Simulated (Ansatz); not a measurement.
# Worked example: C2H8OSi + C3H8Si → C2H10OSi2 + C3H6

Species: C2H8OSi `CC[SiH2]O`, singlet; C3H8Si (prop-2-enylsilane) `C=CC[SiH3]`, singlet; C2H10OSi2 `O[SiH2]CC[SiH3]`, singlet; C3H6 (propene) `C=CC`, singlet. The partners trade H for SiH3; both sit on C, so the bond types are kept.

Shapes, held fixed at every level: PBE0-D4/def2-TZVP. Flexible molecules stand in one conformer, not always the lowest. Programs: Ansatz 0.2.0. Electronic energies: no zero-point or thermal term.

At CCSD(T)/CBS estimate; 1 Eh = 2625.50 kJ/mol:

```
  species  energy (Eh)
  C2H8OSi  -445.225896
   C3H8Si  -408.021787
C2H10OSi2  -735.502291
     C3H6  -117.746103
```

Task: Work out ΔE of the reaction at this level.

Result: 
1. Products less reactants: (-735.502291) + (-117.746103) − [(-445.225896) + (-408.021787)] = -0.000711 Eh = -1.9 kJ/mol.

Other levels give -4.8 (PBE-D4/def2-TZVPP) to +1.5 kJ/mol (HF/def2-TZVPP). No measured value is set beside it here. The CBS estimate extrapolates MP2 from def2-TZVPP and def2-QZVPP and adds CCSD(T) − MP2 in the triple-zeta set, cores frozen. That is about zero within the method's error.
